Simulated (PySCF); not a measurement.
Compound: C6H6N2O2.
Atom-mapped SMILES: `[CH3:1][C:2](=[O:3])[O:4][c:5]1[cH:6][n:7][cH:8][cH:9][n:10]1` (hydrogens: H11, H12, H13 on C1; H14 on C6; H15 on C8; H16 on C9)

Jobs on this species (16 atoms, 72 electrons) with PySCF (density fitting). Hardware of each: one thread, x86-64 server, on a shared host. The host was shared with other jobs, so the times are rough.

Problem. Rank these jobs by wall time, shortest first.
A. B3LYP/def2-SVPD; 10 singlets by full TDDFT, 4 Tamm–Dancoff triplets, polarisability, ΔSCF ions; 254 basis functions
B. wB97X-D/pcSseg-1; shieldings, ring-centre shieldings; 200 basis functions
C. PBE0-D3(BJ)/def2-SVP, grid level 1; geometry optimisation from a GFN2-xTB start; 170 basis functions

Solution. B (30 s), C (76 s), A (5.3 min).

All jobs:

```tsv
level and settings	work	basis functions	SCF cycles	wall time
PBE0/pcSseg-1	shieldings, ring-centre shieldings, charges and field gradients	200	15	24 s
wB97X-D/pcSseg-1	shieldings, ring-centre shieldings	200	14	30 s
B3LYP/pcJ-1	spin–spin couplings from 6 perturbed nuclei, spin–dipole term left out	330	15	46 s
PBE0-D3(BJ)/def2-SVP, grid level 1	geometry optimisation from a GFN2-xTB start	170	50	76 s
B3LYP/def2-SVPD	10 singlets by full TDDFT, 4 Tamm–Dancoff triplets, polarisability, ΔSCF ions	254	15	5.3 min
```

Problem. What do all jobs in the table cost together?

Solution. About 8.2 min; the longest takes about 64 % of that, and about 13 times as long as the shortest.
